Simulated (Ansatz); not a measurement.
`O[B](F)[GeH3]` + `O[SiH](Cl)Cl` → `Cl[SiH](Cl)[O][GeH3]` + `OBF`  (cleavage of the Ge–B bond)

Calculated with Ansatz (gas phase, PBE0-D4/def2-TZVP geometries, no zero-point term in ΔE). CBS: MP2 limit from def2 TZ/QZ plus the TZ coupled-cluster correction, frozen cores. This one scheme is used for every species. DFT in def2-TZVPP. For Ge outer-core shells are correlated without core-valence functions, which leaves a few kJ/mol of doubt a bond. Scalar relativity is left out up to krypton. Each species was taken in one conformer, which may not be the lowest.

`O[B](F)[GeH3]`:

```xyz
8

O     1.763   -0.590    0.749
B     0.486   -0.197    0.925
F     0.067   -0.125    2.182
Ge   -0.831    0.290   -0.614
H     2.034   -0.631   -0.170
H    -1.306    1.747   -0.496
H    -0.143    0.125   -1.984
H    -2.069   -0.619   -0.593
```

`O[SiH](Cl)Cl`:

Z-matrix (Å, degrees):
```
Si
Cl 1 2.042
Cl 1 2.041 2 107.4
O 1 1.621 2 111.2 3 -121.9
H 1 1.467 2 109.8 3 119.4
H 4 0.959 1 119.4 2 59.9
```

`Cl[SiH](Cl)[O][GeH3]`:

Z-matrix (Å, degrees):
```
Si
Cl 1 2.045
O 1 1.603 2 110.8
Cl 1 2.048 2 107.4 3 120.8
H 1 1.469 2 108.9 3 -121.4
Ge 3 1.792 1 135.2 2 67.3
H 6 1.532 3 106.7 1 93.6
H 6 1.531 3 104.8 1 -147.2
H 6 1.534 3 108.2 1 -27.1
```

`OBF`:

Z-matrix (Å, degrees):
```
B
O 1 1.344
F 1 1.332 2 120.3
H 1 1.192 2 120.1 3 -180.0
H 2 0.963 1 113.4 3 -0.0
```

| level | ΔE (kJ/mol) |
| --- | --- |
| PBE0-D4 | -46.5 |
| revPBE | -37.1 |

(1) What does CCSD(T)/CBS give? (An estimate is asked.)

Largest T1 diagnostic among the species: 0.013.

## Answers

(1) The calculation gave: -56.6 kJ/mol. The listed levels differ from it by 10.1, 19.5 kJ/mol.

Leaving LDA and LC-ωPBE aside and taking each functional with its dispersion term where it has one, the values, not all of them listed here, spread over 30.5 kJ/mol, from BHLYP-D4 to PBE-D4. LDA lies +5.4 kJ/mol from PBE without D4. At CCSD(T), def2-SVP lies −15.4 kJ/mol from the extrapolated value and def2-TZVPP −3.5 kJ/mol. In def2-TZVPP, CCSD(T) changes the Hartree–Fock value by +22.4 kJ/mol (the triples alone add +1.8 kJ/mol) and MP2 by +17.1 kJ/mol.
